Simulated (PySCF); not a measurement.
Input for PySCF:
```python
from pyscf import gto, scf, mcscf, mrpt
import numpy

mol = gto.M(
    atom='''
Si   -0.43294657    0.19464555    0.35920645
F    -1.56097505   -0.68912823   -0.32481742
F    -0.49406170    1.57197833   -0.44174029
S     1.45055031   -0.72034231    0.01238124
H    -0.78645530    0.43973871    1.72912091
H     2.13423290    0.41504970   -0.05709177
''',
    basis='6-31g',
    verbose=4,
)

mf = scf.RHF(mol)
mf.kernel()
mc = mcscf.CASCI(mf, 4, 4)
mc.fix_spin_(ss=0.0)
mc.kernel()
occ = numpy.linalg.eigvalsh(mc.fcisolver.make_rdm1(mc.ci, mc.ncas, mc.nelecas))[::-1]
ss = mc.fcisolver.spin_square(mc.ci, mc.ncas, mc.nelecas)[0]
print('natural occupations', occ.round(4), ' <S^2>', round(ss, 4))
e2 = mrpt.NEVPT(mc).kernel()
print('E(NEVPT2) = %.10f' % (mc.e_tot + e2))
```

Q: Predict the SCF-reference Mulliken (on the basis functions themselves) charges in atom order from CASCI(4,4)+NEVPT2/6-31G (PySCF).

A: Si1 1.59, F2 -0.57, F3 -0.58, S4 -0.34, H5 -0.18, H6 0.08

Q: What natural occupations of the active orbitals does CASCI(4,4)+NEVPT2/6-31G give?

A: 2.00, 2.00, 0.00, 0.00
